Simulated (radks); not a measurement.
The numbers below are computed, except where a source is named.
Isoelectronic series with 13 electrons, all held in the configuration [Ne] 3s2 3p1, which need not be the ground one along the series. Level of theory: scalar-relativistic Kohn-Sham, BLYP, spin-unpolarised, spherical densities, finite nucleus; Fermi nuclear charge, rms radius of each element as measured or else 0.836 A^(1/3) + 0.57 fm (a radial shooting solver on a logarithmic mesh with Libxc functionals). Total energies (hartree) and orbital eigenvalues (eV):

\begin{tabular}{lrrrrr}
ion & E (hartree) & 3p & 3s & 2p & 2s \\ \hline
Al & -242.83547 & -2.5634 & -7.6307 & -69.6128 & -107.9385 \\
Si+ & -289.72048 & -11.5173 & -18.9069 & -105.0747 & -148.7957 \\
P2+ & -341.02544 & -24.1625 & -33.8369 & -148.1243 & -197.3491 \\
S3+ & -396.74352 & -40.1888 & -52.1322 & -198.4022 & -253.2347 \\
Cl4+ & -456.87549 & -59.4675 & -73.6776 & -255.7625 & -316.3072 \\
Ar5+ & -521.42587 & -81.9310 & -98.4147 & -320.1310 & -386.4971 \\
K6+ & -590.40143 & -107.5397 & -126.3109 & -391.4664 & -463.7706 \\
Ca7+ & -663.81052 & -136.2691 & -157.3479 & -469.7451 & -548.1138 \\
Sc8+ & -741.66276 & -168.1038 & -191.5159 & -554.9540 & -639.5251 \\
Ti9+ & -823.96890 & -203.0340 & -228.8105 & -647.0867 & -738.0114 \\
V10+ & -910.74064 & -241.0537 & -269.2308 & -746.1416 & -843.5856 \\
Cr11+ & -1001.99043 & -282.1596 & -312.7790 & -852.1203 & -956.2651 \\
Mn12+ & -1097.73168 & -326.3504 & -359.4591 & -965.0270 & -1076.071 \\
Fe13+ & -1197.97868 & -373.6261 & -409.2769 & -1084.868 & -1203.028 \\
Co14+ & -1302.74634 & -423.9882 & -462.2396 & -1211.651 & -1337.164 \\
\end{tabular}
